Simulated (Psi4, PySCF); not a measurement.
Interaction energy of CO ··· H3N (SMILES [C-]#[O+] and N). Monomers: optimised at B3LYP-D3(BJ) (def2-TZVP), held rigid. Orientation: lowest of the rigid-body minima from ten starts at GFN2-xTB (searched outside a hard wall at short contacts). Only R, the distance of the centres of mass, is varied, so the lowest point isn't the relaxed dimer. The shortest distances reach bonding range, where SAPT0 and rigid monomers are unreliable. The table gives interaction energies.

```csv
R / Å,A,B,C
2.05,44.31,34.39,32.86
2.23,30.39,21.71,19.54
2.47,17.03,10.76,8.56
2.68,9.55,5.23,3.39
2.90,4.82,2.09,0.68
3.17,1.79,0.38,-0.68
3.45,0.41,-0.18,-1.08
3.95,-0.26,-0.22,-0.87
4.71,-0.23,-0.09,-0.20
5.64,-0.11,-0.03,-0.03
6.95,-0.05,0.00,0.00
```

Energies in kcal/mol.

### Question
Match the curves with the methods HF/aug-cc-pVTZ, counterpoise-corrected (Psi4); PySCF 2.14.0 with restricted B3LYP/6-311+G**, spherical d, no counterpoise correction; restricted B3LYP/6-31G*, spherical d, no counterpoise correction in PySCF 2.14.0.

### Answer
A is HF/aug-cc-pVTZ; B is RKS-B3LYP/6-311+G**; C is RKS-B3LYP/6-31G*.
